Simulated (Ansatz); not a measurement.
Total energies of Si(CN)2H2 (C₂H₂N₂Si) from Ansatz at PBE0-D4/def2-TZVP, gas phase (1 Eh = 27.2114 eV = 2625.5 kJ/mol). The reference geometry is relaxed at r2SCAN-D4/def2-SVP.

```json
{"state": "charge 0 singlet", "geometry": "reference", "energy (Eh)": "-476.11916"}
{"state": "charge 1 doublet", "geometry": "reference", "energy (Eh)": "-475.66610"}
{"state": "free Si atom (triplet)", "geometry": "–", "energy (Eh)": "-289.24943"}
{"state": "free C atom (triplet)", "geometry": "–", "energy (Eh)": "-37.80537"}
{"state": "free N atom (quartet)", "geometry": "–", "energy (Eh)": "-54.54382"}
{"state": "free H atom (doublet)", "geometry": "–", "energy (Eh)": "-0.50104"}
```

(1) Work out the vertical ionisation energy to the doublet.

(2) What is the binding energy per atom against free atoms?

(1) E(charge 1 doublet) − E(charge 0 singlet) = -475.66610 − (-476.11916) = 0.45306 Eh = 12.33 eV. For comparison, −ε of the highest occupied level is 10.26 eV at this level, 2.07 eV less.

(2) Atoms: 1 × (-289.24943) + 2 × (-37.80537) + 2 × (-54.54382) + 2 × (-0.50104) = -474.94989 Eh. Binding: -474.94989 − (-476.11916) = 1.16927 Eh = 31.82 eV, or 4.55 eV for each of 7 atoms (no zero-point energy, no counterpoise term).
